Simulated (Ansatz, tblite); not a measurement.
Forces on the cluster Rb4Br3 at its PBE-D4/def2-SVP geometry. Charge 0, multiplicity 2.

In the def2 sets Rb takes a core potential; there is no spin–orbit coupling. The xTB rows come from tblite. The structure comes from a short search, and lower isomers may exist.

GFN1-xTB (tblite), largest force 0.42 eV/Å:

```xyz
7
positions Å, forces eV/Å
Rb   -1.129   -2.823   -0.217    0.168    0.377    0.076
Rb   -2.363    1.707   -0.893    0.326   -0.206    0.161
Rb    0.991    0.588    2.126   -0.128   -0.075   -0.274
Rb    1.843    0.138   -2.422   -0.214   -0.005    0.359
Br    2.040   -1.909    0.188   -0.126    0.053   -0.097
Br    0.802    2.635   -0.497   -0.074   -0.132   -0.067
Br   -2.184   -0.336    1.716    0.049   -0.012   -0.158
```

GFN2-xTB (tblite), largest force 0.16 eV/Å:

```
Rb -0.039 -0.008 -0.101
Rb -0.031 -0.040 -0.097
Rb 0.019 0.012 0.041
Rb -0.060 -0.030 -0.085
Br -0.052 0.122 0.093
Br 0.009 -0.100 0.128
Br 0.155 0.044 0.020
```

PBE-D4/def2-TZVP (Ansatz), largest force 0.04 eV/Å:

```
Rb 0.000 0.010 -0.013
Rb 0.004 -0.011 -0.013
Rb -0.001 0.002 0.001
Rb -0.014 -0.006 -0.004
Br 0.031 -0.030 0.003
Br 0.013 0.042 -0.004
Br -0.032 -0.007 0.031
```
